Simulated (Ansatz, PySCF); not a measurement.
Gas-phase reaction in SMILES: C#CC=O + 6 [H][H] (H2) → 3 C (CH4) + O (H2O)
Structures are relaxed separately at B3LYP-D3(BJ)/def2-TZVP in Ansatz (a program for electronic structure). Unstable Hartree-Fock reference: C#CC=O.
Geometry of the first species:
SMILES: C(C#C)=O
```xyz
6

C      1.4938     0.9359     0.6166
C      0.5445     0.2574     0.3296
C     -0.5874    -0.5911     0.0366
O     -1.2822    -0.4730    -0.9426
H      2.3310     1.5474     0.8534
H     -0.7781    -1.3760     0.7906
```
Charge 0, spin multiplicity 1.

Wanted: energy of full hydrogenation (enthalpy at 298 K, with B3LYP-D3(BJ) rigid-rotor harmonic-oscillator terms from PySCF), in kJ/mol. Valence correlation only, unless marked. Spin-orbit coupling is left out. Non-relativistic. CBS(X,Y): correlation extrapolated as X^-3; Hartree-Fock from the larger set. The bracket is a focal-point correction in the basis named.

```
level                                                                 program  energy of full hydrogenation (kJ/mol)
-------------------------------------------------------------  --------------  -------------------------------------
PBE-D4/def2-TZVPD                                              Ansatz + dftd4                                      ?
BP86-D3(BJ)/def2-TZVPD                                          PySCF + dftd3                                      ?
TPSS/def2-TZVPD                                                         PySCF                                 -542.8
M06-L-D4/def2-TZVPD                                             PySCF + dftd4                                 -639.1
B3LYP-D3(BJ)/def2-TZVPD                                        Ansatz + dftd3                                      ?
TPSSh-D4/def2-TZVPD                                             PySCF + dftd4                                 -568.7
r2SCANh-D4/def2-TZVPD                                          Ansatz + dftd4                                 -623.0
r2SCANh/def2-TZVPD                                                     Ansatz                                 -623.5
r2SCAN0/def2-TZVPD                                                     Ansatz                                 -650.0
MN15/def2-TZVPD                                                         PySCF                                 -581.5
CAM-B3LYP/def2-TZVPD                                                   Ansatz                                 -623.0
LC-wPBE-D4/def2-TZVPD                                          Ansatz + dftd4                                 -661.9
LC-wPBE/def2-TZVPD                                                     Ansatz                                 -664.0
RPA@PBE/cc-pVQZ                                                        Ansatz                                 -571.6
CCSD/cc-pVDZ                                                           Ansatz                                 -602.1
RI-MP2/CBS(aug-cc-pVTZ,aug-cc-pVQZ)+[CCSD(T)-MP2]/aug-cc-pVTZ          Ansatz                                 -603.0
```

Question: Some entries are withheld; supply them.

Answer: 
- PBE-D4/def2-TZVPD, energy of full hydrogenation (kJ/mol): -592.1
- BP86-D3(BJ)/def2-TZVPD, energy of full hydrogenation (kJ/mol): -571.2
- B3LYP-D3(BJ)/def2-TZVPD, energy of full hydrogenation (kJ/mol): -585.5
